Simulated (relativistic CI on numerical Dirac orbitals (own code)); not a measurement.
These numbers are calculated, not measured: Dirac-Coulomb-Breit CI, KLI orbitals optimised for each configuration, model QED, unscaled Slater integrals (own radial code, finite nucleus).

Configuration list (outside the closed core [Ar] 3d10): 4s²4p⁶4d⁷, 4s²4p⁶4d⁶4f, 4s²4p⁵4d⁸, 4s4p⁶4d⁸, 4s²4p⁵4d⁷4f, 4s4p⁶4d⁷4f, 4s²4p⁶4d⁶5s, 4s²4p⁶4d⁵4f5s, 4s²4p⁶4d⁶5p, 4s²4p⁵4d⁷5s, 4s²4p⁶4d⁶5f, 4s²4p⁶4d⁵5s5p, 4p⁶4d⁸4f, 4s²4p⁶4d⁶6s, 4s4p⁶4d⁷5s, 4p⁶4d⁹, 4p⁵4d¹⁰, 4p⁵4d⁹4f, 4s²4p⁶4d⁵5s², 4s²4p⁶4d⁴4f5s², 4s²4p⁵4d⁵4f5s², 4s4p⁶4d⁵4f5s², 4p⁶4d⁸5s, 4p⁵4d⁹5s, 4p⁵4d⁸4f5s, 4p⁶4d⁷5s², 4p⁶4d⁶4f5s², 4p⁵4d⁸5s², 4p⁵4d⁷4f5s². Double excitations out of closed p, d and f shells are left out; levels of such configurations are missing from the list, as are those of other unlisted configurations, and high levels can miss mixing partners.

At this charge energies of transitions that change n are usually good to better than 1 %, and those within a shell (Δn = 0) to a few per cent. Terms inside the open d or f shell come out 10 to 20 % too wide with unscaled integrals.

Outline of the computed level scheme of Au XXXVII. Lowest level of each configuration: 4s²4p⁶4d⁷ ⁴F9/2 at 0.000 eV; 4s²4p⁵4d⁸ ⁴G°11/2 at 208.454 eV; 4s²4p⁶4d⁶4f ⁴G°9/2 at 217.909 eV.

Some strong electric-dipole decays among the lowest 45 levels: 4s²4p⁶4d⁶4f ²G°9/2 → 4s²4p⁶4d⁷ ⁴F9/2 (6.4e+10 s⁻¹); 4s²4p⁵4d⁸ ²P°1/2 → 4s²4p⁶4d⁷ ²P3/2 (5.6e+10 s⁻¹); 4s²4p⁵4d⁸ ²D°5/2 → 4s²4p⁶4d⁷ ²D5/2 (5.1e+10 s⁻¹); 4s²4p⁶4d⁶4f ⁴F°7/2 → 4s²4p⁶4d⁷ ⁴F9/2 (4.7e+10 s⁻¹); 4s²4p⁶4d⁶4f ⁴F°7/2 → 4s²4p⁶4d⁷ ⁴F9/2 (4.7e+10 s⁻¹); 4s²4p⁵4d⁸ ⁴F°9/2 → 4s²4p⁶4d⁷ ⁴F9/2 (4.6e+10 s⁻¹); 4s²4p⁵4d⁸ ⁴D°7/2 → 4s²4p⁶4d⁷ ⁴F9/2 (4.3e+10 s⁻¹); 4s²4p⁵4d⁸ ²P°3/2 → 4s²4p⁶4d⁷ ²P3/2 (3.7e+10 s⁻¹).

LS names give the leading component of a level, which can be under half, so a name can repeat, a term be missing and a line seem to break the LS rules.
